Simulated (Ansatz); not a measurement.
Basis-set extrapolation for C8H7F3, SMILES `FC(F)(F)Cc1ccccc1` (PBE0-D4/def2-TZVP geometry, frozen core, Ansatz 0.2.0). Multiplicity 1, RHF reference.

```
                      def2-TZVPP   def2-QZVPP
                 HF  -605.608148  -605.633547
    MP2 correlation    -2.008446    -2.161586
CCSD(T) correlation    -2.127183      not run
```

Energies in hartree. Use E(X) = E(∞) + A·exp(−7.88·√X) for Hartree–Fock and E(X) = E(∞) + B·X^(−2.97) for correlation, with X = 3 and 4, and add CCSD(T) minus MP2 of the smaller set to the MP2 limit.

Question: What is the CCSD(T) energy at the basis-set limit?

Answer: HF limit: -605.633547 + (-0.025399) × 0.13774 = -605.63705. MP2 limit: -2.161586 + (-0.153140) × 0.74074 = -2.27502. Higher-order term: -2.127183 − (-2.008446) = -0.11874. Total: -608.03081 hartree, 775.8 kJ/mol below CCSD(T)/def2-TZVPP.
